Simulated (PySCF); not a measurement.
C6H13 (SMILES C[CH]CC(C)C), doublet, geometry from GFN2-xTB. Base run: DF-M06/6-31G* in PySCF.

The PySCF input:
```python
from pyscf import gto, scf, dft

mol = gto.Mole()
mol.atom = '''
    C     2.410490   -0.321703    0.913715
    C     1.571520   -0.250790   -0.300654
    C     0.409670    0.648663   -0.436891
    C    -0.942979   -0.107182   -0.476174
    C    -2.082823    0.865761   -0.760642
    C    -1.179642   -0.841080    0.839373
    H     2.008088    0.305953    1.705716
    H     2.490096   -1.348025    1.285833
    H     3.436383    0.006202    0.707449
    H     1.798666   -0.918673   -1.115405
    H     0.385182    1.361586    0.390127
    H     0.483762    1.215552   -1.373908
    H    -0.895547   -0.843465   -1.285779
    H    -3.033130    0.337344   -0.800074
    H    -2.142742    1.619184    0.022404
    H    -1.932649    1.370977   -1.712389
    H    -1.233363   -0.133168    1.664163
    H    -2.113798   -1.397768    0.803965
    H    -0.368363   -1.537707    1.035537
'''
mol.basis = '6-31g*'
mol.charge = 0
mol.spin = 1
mol.verbose = 4
mol.build()

mf = dft.UKS(mol)
mf.xc = 'm06'
mf = mf.density_fit(auxbasis='def2-universal-jkfit')
mf.kernel()
mf.analyze()
```

The base run was repeated with changes; each row names its change, and settings that it needs were set with it.

| change | ΔE vs base (µEh) | grid points | electrons on the grid | outcome |
|---|---|---|---|---|
| base | 0.0 | 212216 | 49.00006 | converged |
| grids.radi_method = delley | -13.3 | 229856 | 49.00006 | converged |
| grids.prune = off | -4.9 | 332200 | 49.00006 | converged |
| grids.atom_grid = (50, 194) | -85.6 | 125840 | 48.99956 | converged |
| grids.radi_method = mura_knowles | -11.5 | 202928 | 49.00006 | converged |
| grids.level = 4 | -74.3 | 375856 | 49.00001 | converged |
| grids.level = 7 | - | - | - | cut at the time limit |
| grids.radi_method = gauss_chebyshev | 5.2 | 207136 | 49.00006 | converged |
| grids.atom_grid = (30, 110) | 1360 | 46824 | 49.00331 | converged |
| grids.atom_grid = (150, 974) | - | - | - | cut at the time limit |

Open shells are given as the SCF converged; they aren't shown to be the lowest states, and a large step between rows can be another state.
